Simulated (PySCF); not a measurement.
Constitutional and geometric isomers with formula C2H3NO. Gas-phase values, no solvent. One relaxed conformer stands for each flexible species; it need not be the lowest. Strings in code marks are SMILES.

The dipole moment from two functionals at the same geometries (B3LYP-D3(BJ)/def2-TZVP), both in PySCF: PBE-D3(BJ)/def2-TZVP and B3LYP-D3(BJ)/def2-TZVP. B3LYP has the VWN-RPA correlation part, as in Gaussian. 

```csv
species,B3LYP-D3(BJ)/def2-TZVP (D)
`[H]/N=C1/CO1`,1.61
`NC#CO`,0.80
`COC#N`,4.64
```

Task: What does PBE-D3(BJ)/def2-TZVP give for each?

Result: 
- `[H]/N=C1/CO1`: 1.54
- `NC#CO`: 0.76
- `COC#N`: 4.56
Over these rows, drawn at random from the members with no instability flagged (it was tested for open shells, ions and some series alone), PBE minus B3LYP-D3(BJ): mean -0.06 D, from -0.09 D to -0.04 D.
